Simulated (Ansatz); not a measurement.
Zr(Cl)2(OH) (Cl2HOZr), SMILES [Zr]([Cl])([Cl])[OH] (connectivity only; charge and spin as stated), neutral, multiplicity 2.

Geometry optimised at PBE0-D3(BJ)/def2-SVP. The spin state was assumed, not searched. The isomer is the one that the SMILES or the coordinates give; other isomers of the formula were not compared. The def2 effective core potentials stand for the cores of Zr; spin–orbit coupling is left out. One conformer was computed; it need not be the lowest.

Two levels are set side by side: PBE/def2-SVPD (Ansatz, a first-principles code) and PBE0/def2-SVPD (Ansatz). Energy differences of separate SCF runs at the same geometry; the states with an electron removed or added have multiplicity 1 and 1. Differences are taken from unrounded values.

```csv
quantity,PBE0,PBE,PBE minus PBE0
vertical ionisation energy (eV),7.67,7.43,-0.24
vertical electron affinity (eV),0.74,0.83,0.09
```
